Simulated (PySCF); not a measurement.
Compound: C₃H₇BF₂S.
SMILES: `CS[C@H](C)B(F)F`

The closed-shell SCF was solved with PySCF and density fitting under several settings on one GFN2-xTB geometry (grid level 2 and gas phase unless stated).

| settings | basis functions | SCF cycles | E (Eh) | HOMO (eV) | LUMO (eV) | dipole (D) |
| --- | --- | --- | --- | --- | --- | --- |
| PBE0/pcSseg-1 | 161 | 14 | -740.8328 | -6.75 | -0.07 | 2.30 |
| PBE0/def2-SVPD | 209 | 14 | -740.5245 | -6.75 | -0.27 | 2.32 |

Problem. Estimate the rows for these settings: (1) PBE0/aug-cc-pVDZ, energy threshold 1e-06 Eh; (2) WP04/6-31G, grid level 4; (3) B97-D/3-21G, fitting basis def2-qzvpp-jkfit.

Solution. 
```csv
settings,basis functions,SCF cycles,E (Eh),HOMO (eV),LUMO (eV),dipole (D)
"PBE0/aug-cc-pVDZ, energy threshold 1e-06 Eh",228,7,-740.9204,-6.70,-0.30,2.26
"WP04/6-31G, grid level 4",81,14,-752.2970,-7.85,-2.19,2.61
"B97-D/3-21G, fitting basis def2-qzvpp-jkfit",81,10,-737.3636,-5.34,-0.51,2.23
```

Problem. Over all rows, what range does the HOMO–LUMO gap span?

Solution. From 4.83 eV (B97-D/3-21G, fitting basis def2-qzvpp-jkfit) to 6.68 eV (PBE0/pcSseg-1). The functional of the narrowest has no exact exchange, that of the widest 25 % exact exchange.

Problem. And the dipole moment?

Solution. From 2.23 D (B97-D/3-21G, fitting basis def2-qzvpp-jkfit) to 2.61 D (WP04/6-31G, grid level 4); the largest is 1.17 times the smallest, and the median is 2.30 D.

Problem. Compare two rows with the functional PBE0: PBE0/aug-cc-pVDZ, energy threshold 1e-06 Eh and PBE0/pcSseg-1. Which energy is lower, and by how much?

Solution. PBE0/aug-cc-pVDZ, energy threshold 1e-06 Eh (228 functions) lies 0.0876 Eh or 55 kcal/mol below PBE0/pcSseg-1 (161 functions).

Whole jobs, the steps after the SCF included, on one thread of an Intel Xeon Platinum 8488C (shared host):

```csv
settings,work after the SCF,wall time,peak memory
PBE0/pcSseg-1,"shieldings, charges and field gradients, density and orbital grids written",30 s,0.73 GiB
PBE0/def2-SVPD,"6 singlets by full TDDFT, 2 Tamm–Dancoff triplets, polarisability, density and orbital grids written",42 s,0.85 GiB
"PBE0/aug-cc-pVDZ, energy threshold 1e-06 Eh",shieldings,36 s,0.86 GiB
"WP04/6-31G, grid level 4",shieldings,24 s,0.54 GiB
"B97-D/3-21G, fitting basis def2-qzvpp-jkfit","spin–spin couplings from 13 perturbed nuclei, spin–dipole term for 3 of them",11 s,0.49 GiB
```

B97-D ran without the empirical dispersion term, which would shift the total energy alone. Cycle counts include a coarse-grid stage where the run had one. WP04 was designed for NMR shieldings or shifts; total energies of different functionals aren't comparable.

The values belong to the conformer `[CH3:1][S:2][C@H:3]([CH3:4])[B:5]([F:6])[F:7]`: C1–S2–C3–C4 52°, S2–C3–B5–F6 -88°.
